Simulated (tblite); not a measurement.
C6H17OSi2, doublet, at a GFN2-xTB geometry; GFN1-xTB in tblite.

tblite was given this input:
```
$ tblite run mol.xyz --method gfn1 --charge 0 --spin 1 --spin-polarized --json tblite.json --no-restart

# file mol.xyz
26

C     -2.11458283    -1.65463964    -1.31317324
Si    -1.58454491    -0.41557434    -0.05035988
C     -2.35044624     1.30782010    -0.36672228
C     -2.02640392    -0.95730004     1.72928231
O      0.04057231    -0.30171965    -0.15481260
Si     1.54819020     0.30189971    -0.02750395
C      1.68759632     1.83698840    -1.14719972
C      2.72536134    -1.07916526    -0.60089357
C      1.87142979     0.77151803     1.79093183
H     -1.41815710    -2.15387394    -1.96249618
H     -3.14318393    -1.93703912    -1.44896848
H     -3.43440078     1.26210299    -0.37034280
H     -2.04974238     2.01530279     0.40040904
H     -2.03119751     1.70372096    -1.32550065
H     -3.09640743    -1.09772684     1.84104873
H     -1.53978249    -1.89365799     1.98264387
H     -1.70959500    -0.21302709     2.45371451
H      1.44998486     1.59100926    -2.17782639
H      2.68903188     2.25522623    -1.13136209
H      1.00058860     2.61687079    -0.83246316
H      2.61453092    -1.96925377     0.01059600
H      3.76234982    -0.76454698    -0.54089029
H      2.52620168    -1.36347700    -1.62945489
H      1.19925638     1.55874901     2.11977506
H      2.88700470     1.12441626     1.93985390
H      1.72017869    -0.08092298     2.44650637
```

Task: Write the output that tblite gives for this input, abridged.

Result: 
```
xTB calculator
 | screened Coulomb repulsion
 | Coulomb electrostatics
 |  * isotropic Klopman-Ohno-Mataga-Nishimoto electrostatics
 |  * onsite third-order electrostatics
 | DFT-D3(BJ) dispersion correction
 | Interactions (1)
 | [1] spin polarization

halogen bonding energy    0.0000000000000E+00 Eh
repulsion energy          3.9828727486563E-01 Eh
dispersion energy        -1.2503406556302E-02 Eh
interaction energy        0.0000000000000E+00 Eh
number of electrons       5.5000000000000E+01 e
integral cutoff           2.8146159136829E+01 bohr

------------------------------------------------------------
  cycle        total energy    energy error   density error
------------------------------------------------------------
      1     -30.22884704333  -3.0614631E+01   4.3185171E-01
      2     -30.34765762615  -1.1881058E-01   2.4861368E-01
      3     -30.34877072285  -1.1130967E-03   3.5859103E-02
      4     -30.34920711857  -4.3639572E-04   7.9097273E-03
      5     -30.34933238995  -1.2527138E-04   4.7594886E-03
      6     -30.34944787482  -1.1548487E-04   2.2215153E-03
      7     -30.34945395003  -6.0752143E-06   7.0463229E-04
      8     -30.34945951214  -5.5621086E-06   2.0244647E-04
      9     -30.34945962707  -1.1492877E-07   5.3288531E-05
     10     -30.34945963097  -3.9022581E-09   1.2674827E-05
------------------------------------------------------------

electronic energy        -3.0735243499280E+01 Eh
total energy             -3.0349459630971E+01 Eh

Post processing:
 | Mayer-Wiberg bond orders

[Info] JSON dump of results written to 'tblite.json'
```
